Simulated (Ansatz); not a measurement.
H4OSi2, SMILES `O[SiH]=[SiH2]` (H–O–Si–Si torsion 144°) (charge 0, multiplicity 1).

Cartesian coordinates (Å):
SMILES: O[SiH]=[SiH2]
```xyz
7

O     -1.6930     0.7503     0.4257
Si    -0.4126    -0.2795     0.3707
Si     1.4591     0.1821    -0.7147
H     -2.2109     0.8059     1.2338
H     -0.3700    -1.0444     1.6486
H      2.0885    -1.1570    -0.9071
H      1.1390     0.7426    -2.0569
```
Charge 0, multiplicity 1.

Frozen-core energies in 6-31g from Ansatz (an electronic-structure program) at a geometry from B3LYP-D3(BJ)/def2-TZVP; the HF reference has <S^2> = 0.00 (restricted, and unstable towards unrestricted orbitals) and the T1 diagnostic is 0.021.

```
level    energy (Ha)
-------  -----------
HF        -654.86826
MP2       -655.10314
CCSD      -655.13435
CCSD(T)   -655.14093
```

Q: Estimate the energies of CCSDT, CCSDT(Q) and CCSDTQ, and give each level's difference from CCSDTQ.

A: 
```tsv
level	energy (Ha)	difference from CCSDTQ (mHa)
MP2	-655.10314	39.67
CCSD	-655.13435	8.47
CCSD(T)	-655.14093	1.89
CCSDT	-655.14184	0.97
CCSDT(Q)	-655.14288	-0.06
CCSDTQ	-655.14282	0.00
```
